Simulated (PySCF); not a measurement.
PySCF input (PBE0/def2-SVP):

```python
import numpy as np, basis_set_exchange as bse
from pyscf import gto, scf, dft, df
from pyscf.prop.polarizability import rks as pol

basis = {'F': gto.basis.parse(bse.get_basis('def2-SVP', elements=['F'], fmt='nwchem')), 'S': gto.basis.parse(bse.get_basis('def2-SVP', elements=['S'], fmt='nwchem'))}
mol = gto.M(
    atom='''
    F    -1.21299123   -0.50470806    0.01613613
    S    -0.00574452    0.55322190    0.00745691
    F     1.22320370   -0.47879753   -0.02939285
    ''',
    basis=basis,
    charge=0,
    verbose=4,
    max_memory=8640,
)
mf = dft.RKS(mol, xc='pbe0')
mf.grids.level = 3
mf = mf.density_fit(auxbasis=df.autoaux(mol))
mf.conv_tol = 1e-9
mf.max_cycle = 100
print('smallest overlap eigenvalue', np.linalg.eigvalsh(mol.intor('int1e_ovlp'))[0])
mf.kernel()
dip = mf.dip_moment()
p = pol.Polarizability(mf)
p.max_cycle_cphf = 60
alpha = p.polarizability()
print('polarisability/bohr^3', alpha.trace() / 3)
```

Output:

```
PySCF version 2.14.0

[INPUT] verbose = 4
[INPUT] num. atoms = 3
[INPUT] num. electrons = 34
[INPUT] charge = 0
[INPUT] spin (= nelec alpha-beta = 2S) = 0
[INPUT] symmetry False subgroup None
[INPUT] Mole.unit = angstrom
[INPUT] Symbol           X                Y                Z      unit          X                Y                Z       unit  Magmom
[INPUT]  1 F     -1.212991230000  -0.504708060000   0.016136130000 AA   -2.292221216199  -0.953760006261   0.030492866410 Bohr   0.0
[INPUT]  2 S     -0.005744520000   0.553221900000   0.007456910000 AA   -0.010855569517   1.045437877112   0.014091517636 Bohr   0.0
[INPUT]  3 F      1.223203700000  -0.478797530000  -0.029392850000 AA    2.311519987555  -0.904796200818  -0.055544436520 Bohr   0.0

nuclear repulsion = 112.532386232994
number of shells = 20
number of NR pGTOs = 84
number of NR cGTOs = 46
basis = {'F': [[0, [2894.832599, -0.0053408255515], [435.4193912, -0.039904258866], [98.843328866, -0.17912768038], [27.485198001, -0.46758090825], [8.5405498171, -0.4465313102]], [0, [1.0654578038, 1.0]], [0, [0.33247346748, 1.0]], [1, [22.696633924, -0.045212874436], [4.9872339257, -0.23754317067], [1.3491613954, -0.51287353587]], [1, [0.34829881977, 1.0]], [2, [1.4, 1.0]]], 'S': [[0, [9184.930301, -0.0022294387756], [1381.5105503, -0.016683029937], [313.8714758, -0.075262436116], [88.053870623, -0.19376827038], [27.039914905, -0.17718020803]], [0, [45.648731303, -0.10736062573], [4.9664522326, 0.65066293018], [2.0116242047, 0.59712155354]], [0, [0.35661077013, 1.0]], [0, [0.13507221477, 1.0]], [1, [261.98233439, -0.0092729929822], [61.306894736, -0.066547669241], [19.103729887, -0.24828595903], [6.6567720378, -0.48703847402], [2.3959635161, -0.39337850312]], [1, [0.61776161679, 1.0]], [1, [0.16993376871, 1.0]], [2, [0.55, 1.0]]]}
ecp = {}
ETB for S: l = 0, exps = 0.27014442954 * 1.8^n , n = 0..16
ETB for S: l = 1, exps = 0.30500598347999996 * 1.8^n , n = 0..13
ETB for S: l = 2, exps = 0.33986753742 * 1.8^n , n = 0..12
ETB for S: l = 3, exps = 0.71993376871 * 2.2^n , n = 0..3
ETB for F: l = 0, exps = 0.66494693496 * 1.8^n , n = 0..13
ETB for F: l = 1, exps = 0.6807722872499999 * 1.8^n , n = 0..10
ETB for F: l = 2, exps = 0.69659763954 * 1.8^n , n = 0..9
ETB for F: l = 3, exps = 1.74829881977 * 2.2^n , n = 0..1
smallest overlap eigenvalue 0.035004868236574484

******** <class 'pyscf.df.df_jk.DFRKS'> ********
method = DFRKS
initial guess = minao
damping factor = 0
level_shift factor = 0
DIIS = <class 'pyscf.scf.diis.CDIIS'>
diis_start_cycle = 1
diis_space = 8
diis_damp = 0
SCF conv_tol = 1e-09
SCF conv_tol_grad = None
SCF max_cycles = 100
direct_scf = False
XC library pyscf.dft.libxc version 7.1.2
    S. Lehtola, C. Steigemann, M. J. T. Oliveira, and M. A. L. Marques,  SoftwareX 7, 1–5 (2018)
XC functionals = pbe0
    C. Adamo and V. Barone,  J. Chem. Phys. 110, 6158 (1999)
    M. Ernzerhof and G. E. Scuseria,  J. Chem. Phys. 110, 5029 (1999)
radial grids:
    Treutler-Ahlrichs [JCP 102, 346 (1995); DOI:10.1063/1.469408] (M4) radial grids

becke partition: Becke, JCP 88, 2547 (1988); DOI:10.1063/1.454033
pruning grids: <function nwchem_prune>
grids dens level: 3
symmetrized grids: False
atomic radii adjust function: <function treutler_atomic_radii_adjust>
small_rho_cutoff = 0
Set gradient conv threshold to 3.16228e-05
Initial guess from minao.
tot grids = 47408
******** <class 'pyscf.df.df.DF'> ********
auxbasis = {'S': [[0, [np.float64(3280.621285169456), 1]], [0, [np.float64(1822.5673806496977), 1]], [0, [np.float64(1012.5374336942765), 1]], [0, [np.float64(562.5207964968203), 1]], [0, [np.float64(312.5115536093446), 1]], [0, [np.float64(173.6175297829692), 1]], [0, [np.float64(96.45418321276067), 1]], [0, [np.float64(53.58565734042259), 1]], [0, [np.float64(29.769809633568105), 1]], [0, [np.float64(16.53878312976006), 1]], [0, [np.float64(9.188212849866698), 1]], [0, [np.float64(5.104562694370388), 1]], [0, [np.float64(2.835868163539104), 1]], [0, [np.float64(1.5754823130772801), 1]], [0, [np.float64(0.8752679517096), 1]], [0, [np.float64(0.48625997317200004), 1]], [0, [np.float64(0.27014442954), 1]], [1, [np.float64(635.1128877823522), 1]], [1, [np.float64(352.8404932124179), 1]], [1, [np.float64(196.02249622912103), 1]], [1, [np.float64(108.90138679395614), 1]], [1, [np.float64(60.500770441086736), 1]], [1, [np.float64(33.61153913393708), 1]], [1, [np.float64(18.673077296631707), 1]], [1, [np.float64(10.373931831462059), 1]], [1, [np.float64(5.7632954619233665), 1]], [1, [np.float64(3.2018308121796477), 1]], [1, [np.float64(1.77879489565536), 1]], [1, [np.float64(0.9882193864751999), 1]], [1, [np.float64(0.5490107702639999), 1]], [1, [np.float64(0.30500598347999996), 1]], [2, [np.float64(393.1694328154913), 1]], [2, [np.float64(218.4274626752729), 1]], [2, [np.float64(121.34859037515162), 1]], [2, [np.float64(67.4158835417509), 1]], [2, [np.float64(37.453268634306056), 1]], [2, [np.float64(20.80737146350336), 1]], [2, [np.float64(11.559650813057422), 1]], [2, [np.float64(6.4220282294763456), 1]], [2, [np.float64(3.5677934608201918), 1]], [2, [np.float64(1.98210747823344), 1]], [2, [np.float64(1.1011708212408), 1]], [2, [np.float64(0.611761567356), 1]], [2, [np.float64(0.33986753742), 1]], [3, [np.float64(7.665854769224083), 1]], [3, [np.float64(3.4844794405564006), 1]], [3, [np.float64(1.5838542911620002), 1]], [3, [np.float64(0.71993376871), 1]]], 'F': [[0, [np.float64(1384.6166664207815), 1]], [0, [np.float64(769.2314813448787), 1]], [0, [np.float64(427.35082296937696), 1]], [0, [np.float64(237.41712387187613), 1]], [0, [np.float64(131.8984021510423), 1]], [0, [np.float64(73.27689008391238), 1]], [0, [np.float64(40.70938337995132), 1]], [0, [np.float64(22.616324099972953), 1]], [0, [np.float64(12.564624499984975), 1]], [0, [np.float64(6.980346944436096), 1]], [0, [np.float64(3.8779705246867207), 1]], [0, [np.float64(2.1544280692704003), 1]], [0, [np.float64(1.196904482928), 1]], [0, [np.float64(0.66494693496), 1]], [1, [np.float64(243.0675140419985), 1]], [1, [np.float64(135.03750780111028), 1]], [1, [np.float64(75.02083766728349), 1]], [1, [np.float64(41.67824314849082), 1]], [1, [np.float64(23.154579526939344), 1]], [1, [np.float64(12.863655292744081), 1]], [1, [np.float64(7.1464751626356), 1]], [1, [np.float64(3.970263979242), 1]], [1, [np.float64(2.20570221069), 1]], [1, [np.float64(1.22539011705), 1]], [1, [np.float64(0.6807722872499999), 1]], [2, [np.float64(138.1766134511783), 1]], [2, [np.float64(76.7647852506546), 1]], [2, [np.float64(42.64710291703033), 1]], [2, [np.float64(23.692834953905738), 1]], [2, [np.float64(13.162686085503188), 1]], [2, [np.float64(7.312603380835104), 1]], [2, [np.float64(4.062557433797281), 1]], [2, [np.float64(2.2569763521096), 1]], [2, [np.float64(1.253875751172), 1]], [2, [np.float64(0.69659763954), 1]], [3, [np.float64(3.8462574034940005), 1]], [3, [np.float64(1.74829881977), 1]]]}
init E= -597.479503153381
  HOMO = -0.236996679188419  LUMO = -0.0849474970919073  gap/eV = 4.13747
cycle= 1 E= -597.121707910843  delta_E= 0.358  |g|= 0.633  |ddm|= 2.05
  HOMO = -0.266327184997776  LUMO = -0.0717822415242049  gap/eV = 5.29384
cycle= 2 E= -597.012465881454  delta_E= 0.109  |g|= 1.02  |ddm|= 1.05
  HOMO = -0.265507734675268  LUMO = -0.0550818491790772  gap/eV = 5.72598
cycle= 3 E= -597.192655191402  delta_E= -0.18  |g|= 0.0466  |ddm|= 0.663
  HOMO = -0.261790555223151  LUMO = -0.0513368342974037  gap/eV = 5.72674
cycle= 4 E= -597.193063933307  delta_E= -0.000409  |g|= 0.00967  |ddm|= 0.0449
  HOMO = -0.263399032681712  LUMO = -0.0520288973622418  gap/eV = 5.75167
cycle= 5 E= -597.193082700417  delta_E= -1.88e-05  |g|= 0.00102  |ddm|= 0.0086
  HOMO = -0.263093767188289  LUMO = -0.0517292130079672  gap/eV = 5.75152
cycle= 6 E= -597.193082996448  delta_E= -2.96e-07  |g|= 0.000156  |ddm|= 0.00184
  HOMO = -0.263130818643639  LUMO = -0.051776191895788  gap/eV = 5.75125
cycle= 7 E= -597.193083005671  delta_E= -9.22e-09  |g|= 3.29e-05  |ddm|= 0.00029
  HOMO = -0.263128590412378  LUMO = -0.0517710064861263  gap/eV = 5.75133
cycle= 8 E= -597.193083006057  delta_E= -3.86e-10  |g|= 4.71e-06  |ddm|= 4.54e-05
  HOMO = -0.263128705107393  LUMO = -0.0517714765590012  gap/eV = 5.75132
Extra cycle  E= -597.193083006054  delta_E= 2.5e-12  |g|= 6.37e-06  |ddm|= 9.41e-06
converged SCF energy = -597.193083006054
Dipole moment(X, Y, Z, Debye): -0.01447,  1.39501,  0.01880
Isotropic polarizability 14.9540778337
Polarizability anisotropy 6.83960115909
polarisability/bohr^3 14.95407783368578
```
